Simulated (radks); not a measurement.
Effect of the nuclear size on neutral neodymium, [Xe] 4f4 6s2. All-electron calculation, Dirac Kohn-Sham, exchange-only LDA, spin-unpolarised, spherical densities, finite nucleus; open shells are shared between the two j in proportion to 2j + 1; Fermi nuclear charge, rms radius 4.9123 fm. Program: a radial shooting solver on a logarithmic mesh with Libxc functionals. The rms radius is varied about that value; shifts are against it.

\begin{tabular}{lrrrrrrrrr}
rms radius (fm) & total energy shift (eV) & density at nucleus (e/bohr^3) & 1s1/2 shift (meV) & 2s1/2 shift (meV) & 5s1/2 shift (meV) & 5p1/2 shift (meV) & 6s1/2 shift (meV) & 6p1/2 (empty) shift (meV) & 4f7/2 shift (meV) \\ \hline
4.1214 & -3.85 & 4.698e+05 & -1600 & -198 & -1.45 & 0.198 & -0.066 & 0.053 & 0.298 \\
4.4604 & -2.26 & 4.616e+05 & -938 & -117 & -0.855 & 0.117 & -0.039 & 0.031 & 0.175 \\
4.9123 & 0 & 4.518e+05 & 0.000 & 0.000 & 0.000 & 0.000 & 0.000 & 0.000 & 0.000 \\
5.0695 & 0.827 & 4.486e+05 & 343 & 42.6 & 0.312 & -0.043 & 0.014 & -0.011 & -0.064 \\
5.8653 & 5.32 & 4.343e+05 & 2210 & 274 & 2.01 & -0.274 & 0.092 & -0.074 & -0.412 \\
\end{tabular}

Slopes of the eigenvalues against <r^2> in GHz/fm^2, as finite differences over the two radii next to the reference (eigenvalue slopes, not the field-shift constants of lines): 1s1/2 53400, 2s1/2 6640, 5s1/2 48.6, 5p1/2 -6.63, 6s1/2 2.22, 6p1/2 (empty) -1.78, 4f7/2 -9.98.
